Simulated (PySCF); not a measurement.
# Working out the ionisation energy of N⁺

N⁺ [He] 2s2 2p2 (3P) → N²⁺ [He] 2s2 2p1 (2P). Computed with PySCF 2.14 in x2c-QZVPPall, with the spin-free X2C one-electron Hamiltonian (Gaussian nucleus). Frozen: nothing. Energies in hartree (1 hartree = 27.21139 eV):

```
            part  N⁺ (lower)  N²⁺ (upper)
             UHF  -53.923349   -52.850162
CCSD correlation   -0.119461    -0.107148
             (T)   -0.002022    -0.001454
```

What does Hartree-Fock give?

(-52.850162) − (-53.923349) = 1.073187 hartree = 29.203 eV.

What do CCSD and CCSD(T) give?

The CCSD correlation energies differ by 0.012313 hartree = 0.335 eV and the triples by 0.000568 hartree = 0.015 eV, so CCSD gives 29.538 eV and CCSD(T) 29.553 eV.

A first-order spin-orbit estimate adds -0.003 eV to CCSD(T) (valence and next inner shell), giving 29.550 eV against 29.601 eV (semi-empirical (NIST evaluation); NIST Atomic Spectra Database, ionization energies).

What remains against the reference includes basis incompleteness and higher excitations.
